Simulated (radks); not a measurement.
Charge is removed step by step from the 2s down level of C, starting from [He] 2s(up 1, down 1) 2p2. Method: non-relativistic Kohn-Sham, PBEsol, spin-polarised, spherical densities, point nucleus; open shells are filled with parallel spins first; computed with a radial shooting solver on a logarithmic mesh with Libxc functionals.

\begin{tabular}{lrr}
removed (e) & E - E(0) (eV) & eigenvalue (eV) \\ \hline
0 & 0.000 & -11.750 \\
0.1 & 1.220 & -12.661 \\
0.2 & 2.533 & -13.585 \\
0.3 & 3.938 & -14.517 \\
0.4 & 5.436 & -15.454 \\
0.5 & 7.028 & -16.389 \\
0.6 & 8.714 & -17.316 \\
0.7 & 10.491 & -18.223 \\
0.8 & 12.357 & -19.096 \\
0.9 & 14.308 & -19.897 \\
\end{tabular}

The mean slope of the eigenvalue, de/dn, is 9.05 eV per electron.
